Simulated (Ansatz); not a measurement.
Ideal-gas functions of FH2InS2 (`[F][In]([SH])[SH]`) at 600 K and 1 bar, from an Ansatz frequency run at PBE0-D4/def2-TZVP.

Molar mass 199.97 g/mol, point group Cs (symmetry number 1), electronic degeneracy 1, moments of inertia 133.113, 307.116, 440.229 u Å². Harmonic wavenumbers (cm⁻¹, unscaled): 74, 109, 115, 207, 242, 338, 390, 590, 676, 704, 2704, 2708.

Use S(trans) = R[1.5 ln M + 2.5 ln T − 1.1517]; rotational temperatures θ = 24.2544 K / I; S(rot) = R[ln(√π/σ · √(T³/θAθBθC)) + 1.5]; for each mode x = 1.438777 ν̃/T, S = R[x/(eˣ − 1) − ln(1 − e⁻ˣ)] and H = RT x/(eˣ − 1); 1 cm⁻¹ = 0.0119627 kJ/mol; R = 8.31446 J/(mol·K).

Q: By hand: the entropy, in J/(mol·K).

A: Translation 189.5. Rotation: θ = 0.1822, 0.079, 0.0551 K, giving 126.7. Vibration, mode by mode: 22.70, 19.49, 19.05, 14.22, 12.95, 10.29, 9.17, 6.09, 5.15, 4.88, 0.10, 0.09, in all 124.2. Electronic 0.0. Sum 440.4 J/(mol·K).

Q: By hand: H − E and G − E in kJ/mol, counted from the electronic energy.

A: Zero-point energy ½ × 8857 × 0.0119627 = 53.0; thermal vibration 33.3; translation, rotation and pV give 4 RT = 20.0. H − E = 106.3 kJ/mol, and G − E = 106.3 − 600 × 440.4/1000 = -157.9 kJ/mol.

Vibration gives 28 % of the entropy, 61.2 J/(mol·K) of it from the modes under 150 cm⁻¹: soft modes count most, and the harmonic formula is weakest for them. The sum counts one conformer and one mirror image; others add a mixing term.
